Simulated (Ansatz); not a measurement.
AlBrH$_{2}$S$_{2}$, SMILES `[SH][Al]([SH])[Br]` from Hartree–Fock to CCSD(T)

Z-matrix (Å, degrees):
```
Al
S 1 2.170
Br 1 2.242 2 117.5
S 1 2.170 2 125.0 3 -180.0
H 2 1.345 1 93.5 3 179.5
H 4 1.345 1 93.5 2 -0.5
```

The species carries charge 0 and has multiplicity 1. Correlated methods include outer-core shells of Br, which these sets cover unevenly. Scalar relativity is left out up to krypton. The structure was optimised at the PBE0-D4/def2-TZVP level. It is one conformer, not always the lowest. Frozen core, restricted reference, Ansatz.

```csv
basis,HF (Eh),MP2 corr.
def2-SVP,-3610.09144,-0.54569
def2-TZVPP,-3610.77056,-0.69648
def2-QZVPP,-3610.84889,-1.05314
```

(1) Estimate the CCSD correlation energy and the (T) correction in each basis where they were run (hartree).

## Answers

(1) 
```
     basis  CCSD corr.       (T)
  def2-SVP    -0.58270  -0.01512
def2-TZVPP    -0.73938  -0.03133
```
